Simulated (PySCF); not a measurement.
A structure optimised at PBE0-D3(BJ)/def2-SVP, used in a PySCF frequency run:

```
Si
O 1 1.6745
H 2 0.9621 1 116.78
H 1 1.5014 2 110.71 3 54.87
C 1 1.8816 4 108.71 2 122.72
H 5 1.1043 1 110.00 4 -51.18
H 5 1.1052 6 106.37 1 -116.82
Si 5 1.8838 6 109.06 7 -117.16
H 8 1.4938 5 110.45 6 -53.56
H 8 1.4956 9 108.45 5 -121.71
H 8 1.4958 9 108.54 10 -117.59
Si 1 2.3453 4 109.88 2 -117.48
H 12 1.4962 1 110.75 4 159.52
H 12 1.4972 13 108.70 11 173.11
Si 12 2.3463 13 109.23 14 119.34
H 15 1.4949 12 112.33 13 -63.18
H 15 1.4973 16 108.65 12 -121.39
H 15 1.4974 16 108.63 17 -117.08
```

### Question
Write its SMILES and formula.

### Answer
O[Si@H](C[SiH3])[SiH2][SiH3], CH12OSi4

### Question
What are its rotational constants (standard atomic weights)?

### Answer
1.5968, 0.94948, 0.70187 GHz
